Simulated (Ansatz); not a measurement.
C₂H₇FSSi (`C[SiH](S)CF`) at its PBE0-D4/def2-TZVP geometry, where that method's forces vanish. Charge 0, multiplicity 1.

```xyz
12

C    -1.1044    1.1406   -0.3213
Si    0.2817    0.2623    0.5558
S    -0.3838   -0.9149    2.2186
C     1.1925   -0.8802   -0.6495
F     1.5872   -0.1649   -1.7798
H    -1.6049    1.8431    0.3476
H    -1.8472    0.4288   -0.6896
H    -0.7096    1.6925   -1.1783
H     1.2456    1.2195    1.1561
H    -1.2910   -1.6051    1.5061
H     2.0841   -1.3163   -0.1883
H     0.5498   -1.7053   -0.9774
```

(1) What forces (eV/Å) does PBE-D4/def2-TZVPP give on these atoms in Ansatz? (Best estimate.)

Answers

(1) Ansatz gave: 
```
C1   0.019  0.009  0.004
Si2 -0.014 -0.002  0.005
S3   0.108  0.012  0.343
C4  -0.106 -0.136  0.300
F5   0.193  0.347 -0.547
H6  -0.098  0.135  0.119
H7  -0.141 -0.132 -0.070
H8   0.065  0.110 -0.168
H9   0.107  0.105  0.073
H10 -0.166 -0.128 -0.142
H11  0.184 -0.117  0.125
H12 -0.151 -0.201 -0.043
```
